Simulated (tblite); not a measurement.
C3H7NO3Si2.
Atom-mapped SMILES: `[CH:1]#[C:2][Si:3]([OH:4])([OH:5])[O:6][SiH2:7][N:8]=[CH2:9]` (hydrogens: H10 on C1; H11 on O4; H12 on O5; H13, H14 on Si7; H15, H16 on C9)

Structure optimised with GFN2-xTB, isolated species.

**Question.** Give the optimised bond lengths and angles.

**Answer.** 
```json
{"bond": "C1≡C2", "length (Å)": "1.201", "order": "triple"}
{"bond": "C2–Si3", "length (Å)": "1.858", "order": "single"}
{"bond": "Si3–O4, Si3–O5", "length (Å)": "1.624", "order": "single"}
{"bond": "Si3–O6", "length (Å)": "1.617", "order": "single"}
{"bond": "O6–Si7", "length (Å)": "1.628", "order": "single"}
{"bond": "Si7–N8", "length (Å)": "1.728", "order": "single"}
{"bond": "N8=C9", "length (Å)": "1.248", "order": "double"}
{"bond": "C1–H10", "length (Å)": "1.052", "order": "single"}
{"bond": "O4–H11, O5–H12", "length (Å)": "0.952", "order": "single"}
{"bond": "Si7–H13, Si7–H14", "length (Å)": "1.456", "order": "single"}
{"bond": "C9–H15", "length (Å)": "1.095", "order": "single"}
{"bond": "C9–H16", "length (Å)": "1.088", "order": "single"}
```

Bonds in one row agree within 0.01 Å and their mean is given. Orders are formal, as drawn. A selection of angles:
```json
{"angle": "C2–C1–H10", "degrees": "179.7"}
{"angle": "C1–C2–Si3", "degrees": "178.8"}
{"angle": "C2–Si3–O4", "degrees": "110.1"}
{"angle": "C2–Si3–O5", "degrees": "111.5"}
{"angle": "C2–Si3–O6", "degrees": "107.7"}
{"angle": "O4–Si3–O5", "degrees": "107.1"}
{"angle": "O4–Si3–O6", "degrees": "110.4"}
{"angle": "Si3–O4–H11", "degrees": "118.6"}
{"angle": "Si3–O6–Si7", "degrees": "147.4"}
{"angle": "O6–Si7–N8", "degrees": "115.1"}
{"angle": "O6–Si7–H13", "degrees": "108.2"}
{"angle": "O6–Si7–H14", "degrees": "103.5"}
{"angle": "N8–Si7–H13", "degrees": "106.2"}
{"angle": "N8–Si7–H14", "degrees": "106.8"}
{"angle": "H13–Si7–H14", "degrees": "117.4"}
{"angle": "Si7–N8–C9", "degrees": "129.6"}
{"angle": "N8–C9–H15", "degrees": "124.3"}
{"angle": "N8–C9–H16", "degrees": "119.3"}
{"angle": "H15–C9–H16", "degrees": "116.4"}
{"angle": "H12–O5–Si3", "degrees": "119.6"}
```

Dihedral angles: C2–Si3–O6–Si7 82° (synclinal); Si3–O6–Si7–N8 -29° (synperiplanar); O6–Si7–N8–C9 6° (synperiplanar); H11–O4–Si3–C2 103° (anticlinal); H12–O5–Si3–C2 70° (synclinal). The mirror-image conformer, all signs reversed, is as good.

Si3 (oxygen-bound silicon) is tetrahedral (angles from 107.1° to 111.5°). N8 (C=N nitrogen) is bent (angle 129.6°). Si7 (oxygen-bound silicon) is distorted tetrahedral (angles from 103.5° to 117.4°). Of the pairs four or more bonds apart, Si3···H15 is among the closest relative to their van der Waals radii: 2.99 Å, 91 % of the sum of Bondi's values.

Point group: C1 (no symmetry element, even within 0.4 Å). Its GFN2-xTB frequencies are all real (lowest 26 cm⁻¹). The numbers are those of one conformer (C2–Si3–O4–H 103°, C2–Si3–O5–H 70°, C2–Si3–O6–Si7 82°, Si3–O6–Si7–N8 -29°, O6–Si7–N8–C9 6°). 3 starts were optimised and ended at 0.00, 0.32 and 1.42 kcal/mol (GFN2-xTB); the lowest of these is shown.

All values are computed, not measured.
